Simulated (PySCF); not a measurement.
# Dipole response of Ru²³⁺ (ruthenium, charge +23)

[Ar] 3d3, high-spin 4F determinant. All numbers are calculated (PySCF 2.14, the spin-free X2C one-electron Hamiltonian (Gaussian nucleus), in an uncontracted even-tempered set (19 s from 2.5 bohr⁻², ratio 2.5; 12 p from 3.2 bohr⁻², ratio 2.5; 8 d from 3.2 bohr⁻², ratio 2.5; 4 f from 12 bohr⁻², ratio 2.7; 3 g from 19 bohr⁻², ratio 2.7)). Coupled (time-dependent) response in atomic units; α is the mean over directions.

```json
{"method": "UHF", "mean α (bohr³)": "0.03461", "C₆ (like pair)": "0.009672", "S(−4)": "0.0005632"}
```

S(−4) is the Cauchy moment in α(ω) = α(0) + S(−4) ω² + …

Spin-orbit coupling is absent.

α(iu) at UHF:

```tsv
u (hartree)	α(iu) (bohr³)
0	0.03461
1.00	0.03406
2.00	0.03254
4.00	0.02798
6.00	0.02335
8.00	0.01963
10.0	0.01683
15.0	0.01238
20.0	0.009734
30.0	0.006569
50.0	0.003538
```

A single London oscillator, α(iu) = α/(1 + u²/ω²), gives C₆ = (3/4) ω α². Matching the computed C₆ needs ω = 4 × 0.009672 / (3 × 0.03461²) = 10.8 hartree.

For an ion, C₆ is the dispersion term alone; charge-induced terms of lower order in 1/R come first.

Spin-orbit coupling, absent here, splits the open shell strongly.
